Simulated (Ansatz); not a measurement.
Two isomers of C2H5ClOSi: A = `O/C=C/[SiH2]Cl`, B = `O/C([SiH3])=C\Cl`.

Isolated molecules relaxed with PBE0-D4/def2-TZVP in Ansatz; ΔE leaves out vibrations. CCSD(T)/CBS is the MP2 limit (def2-TZVPP, def2-QZVPP) plus CCSD(T) − MP2 in def2-TZVPP, frozen cores. Double bonds are as drawn, so ΔE can hold a change between cis and trans. Functionals use def2-TZVPP. B3LYP here is the variant with VWN-RPA as its local correlation; programs differ in this. Each species was taken in one conformer, which may not be the lowest.

(1) Which is lower in electronic energy at CCSD(T)/CBS, and by how much? (An estimate is asked.)

(2) Give E(B) − E(A) in kcal/mol with r2SCAN-D4, PBE0-D4, MP2/def2-TZVPP, CCSD(T)/def2-TZVPP, B3LYP-D4, HF/def2-TZVPP, ωB97M-V. (Best estimate.)

Largest T1 diagnostic: 0.013.

## Answers

(1) Ansatz gave: A, by 38.5 kcal/mol.

(2) Computed: r2SCAN-D4 38.1, PBE0-D4 37.6, MP2/def2-TZVPP 38.9, CCSD(T)/def2-TZVPP 37.8, B3LYP-D4 37.4, HF/def2-TZVPP 42.7, ωB97M-V 38.8. None reverses the order clearly.

In def2-TZVPP, CCSD(T) changes the Hartree–Fock value by −4.9 kcal/mol (the triples alone add −1.0 kcal/mol) and MP2 by −3.8 kcal/mol. From PBE to PBE0 (25 % exact exchange), in def2-TZVPP and without D4, E(B) − E(A) moves by +2.0 kcal/mol.
